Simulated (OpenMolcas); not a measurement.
neutral molybdenum: effect of correlating more closed shells

- Program: OpenMolcas 26.06
- Basis: ANO-RCC-VTZP [7s6p4d2f1g]
- Scalar Hamiltonian: DKH2, point nucleus
- Active space: 6 electrons in 6 orbitals (4d 5s)
- State averaging: 2S+1 = 7 even, 1 root; 2S+1 = 5 even, 23 roots kept (CI in the orbitals of an earlier block); 2S+1 = 3 even, 30 roots kept (CI in the orbitals of an earlier block); 2S+1 = 1 even, 1 root kept (CI in the orbitals of an earlier block, 0 in the spin-orbit step)
- Spin-orbit coupling: state interaction with AMFI integrals over the reference wave functions, term energies averaged over their components

Methods on the same reference wave functions:
A. CASSCF
B. MS-CASPT2, IPEA 0.25 Eh, imaginary shift 0.1 Eh (closed shells correlated: none)
C. MS-CASPT2, IPEA 0.25 Eh, imaginary shift 0.1 Eh (closed shells correlated: 4s 4p)

Energies in eV above 4d⁵ 5s ⁷S₃, the measured ground level; measured values from NIST Handbook of Basic Atomic Spectroscopic Data.

```csv
Level,A,B,C,Measured
4d⁵ 5s ⁷S₃,0.0000,0.0000,0.0000,0.0000
4d⁵ 5s ⁵S₂,2.0757,1.299,1.360,1.3351
4d⁴ 5s² ⁵D₀,2.5763,1.405,1.220,1.3596
4d⁴ 5s² ⁵D₁,2.5860,1.421,1.236,
4d⁴ 5s² ⁵D₂,2.6056,1.454,1.269,
4d⁴ 5s² ⁵D₃,2.6356,1.501,1.318,
4d⁴ 5s² ⁵D₄,2.6800,1.563,1.382,
4d⁵ 5s ⁵G₄,2.8214,2.431,2.327,
4d⁵ 5s ⁵G₅,2.8214,2.431,2.327,
4d⁵ 5s ⁵G₃,2.8214,2.431,2.327,
4d⁵ 5s ⁵G₆,2.8214,2.431,2.327,
4d⁵ 5s ⁵G₂,2.8214,2.431,2.327,2.0632
4d⁵ 5s ⁵P₃,3.2141,2.481,2.538,
4d⁵ 5s ⁵P₂,3.2158,2.484,2.544,
4d⁵ 5s ⁵P₁,3.2189,2.497,2.563,
```

Deviations, from unrounded energies. A percentage is the sum of absolute deviations over the sum of measured energies, with the sign that they share, or ± where signs differ.

```
                        Against measurement  Levels      A      B      C
             mean absolute deviation (cm-1)       3   7300   1200   1200
other terms of the ground configuration (%)       2  +44.1  ±11.9   +8.5
                   other configurations (%)       1  +89.5   +3.3  -10.3
```

B, C lie about equally close to measurement and A furthest from it. The largest miss of C in the table is 4d⁵ 5s ⁵G₂, by +2100 cm-1. The ranking rests on the paired levels alone, and a cruder setting can come out closer through cancelling errors.

Between B and C the level of the table that moves most is 4d⁴ 5s² ⁵D₀, by 1500 cm-1 (lowest in C, highest in B). Moves below CASPT2's spread within the term are not significant.

The mean deviations of B to C differ by less than CASPT2's widest spread within a term (840 cm-1), so their order carries little weight.

From A to B the spin-free energies of the other terms of 4d⁵ 5s shown, above ⁷S, scale by factors of 0.63 to 0.86.

The lowest spin-free term lies below A's lowest term by 0.086 hartree in B, 0.399 hartree in C.

What an inner shell adds also hangs on whether the basis holds functions to correlate it.

CASPT2 breaks the degeneracy within a term, and the mean is taken; among the terms shown or strongly mixed into the levels shown the widest spread is 840 cm-1 (4d⁵ 5s ⁵G, C). Some high roots are left out of the spin-orbit mixing, which shifts the levels that they would mix with. Terms from blocks run as CI alone lack orbitals of their own. Configurations are named by rounded mean occupations; where the s occupation lies near a half they are strongly mixed, a name can repeat and a true partner stay unpaired. A single d shell beside an s shell can misplace configurations of different d count against each other. Without dynamic correlation excited terms often stand tens of per cent too high (terms of higher spin than the ground term too low), and those without a measured partner can miss by more than the paired ones (holds for A). Some terms miss by over 15 % even with CASPT2, which points to a basis or an active space too small for the shells correlated (holds for B). Measured partners are found by configuration, term and J. A level has none where our copy of the source lacks it or the pairing is in doubt (some pairs that miss far off the trend of their configuration count as doubtful), and it then counts in no deviation. Levels of configurations outside the active space are missing. Levels that lie high or do not pair safely by name in every column are left out.
